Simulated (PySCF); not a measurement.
Geometries of 2 isomers of [C7H5O2]- (charge -1), from PBE0-D3(BJ)/def2-SVP geometry optimisation, gas phase in PySCF. One conformer each, no zero-point energy, no frequencies.

Question: Which is lower in electronic energy at this level?
A.
```xyz
14
angstrom
O      2.883   -1.669   -0.381
C      2.312   -0.588   -0.267
C      0.891   -0.372   -0.113
C      0.024   -1.479   -0.083
C     -1.344   -1.340    0.061
C     -1.868   -0.029    0.180
C     -1.056    1.081    0.156
C      0.391    0.998    0.007
O      1.116    2.012   -0.013
H      2.896    0.366   -0.277
H      0.492   -2.465   -0.180
H     -2.006   -2.210    0.083
H     -2.951    0.104    0.295
H     -1.472    2.090    0.248
```
B.
```xyz
14
angstrom
O      2.868   -1.208   -0.499
C      2.384   -0.103   -0.191
O      2.944    0.988    0.026
C      0.837   -0.084   -0.057
C      0.160    1.090    0.285
C     -1.229    1.107    0.403
C     -1.964   -0.060    0.178
C     -1.296   -1.239   -0.163
C      0.093   -1.245   -0.278
H      0.782    1.975    0.449
H     -1.750    2.033    0.671
H     -3.055   -0.051    0.269
H     -1.869   -2.157   -0.340
H      0.665   -2.140   -0.543
```

Answer: B. That is benzoate anion, `c1cc(C(=O)[O-])ccc1`, 10.5 kcal/mol below the other.

```tsv
SMILES	atoms numbered as above	E (Eh)	relative (kcal/mol)	relative (kJ/mol)	dipole about centre of mass (D)
O=C([O-])c1ccccc1	[O:1]=[C:2]([O-:3])[c:4]1[cH:5][cH:6][cH:7][cH:8][cH:9]1	-419.49394	0.0	0.0	7.88
O=Cc1ccccc1[O-]	[O:1]=[CH:2][c:3]1[cH:4][cH:5][cH:6][cH:7][c:8]1[O-:9]	-419.47725	10.5	43.8	3.39
```
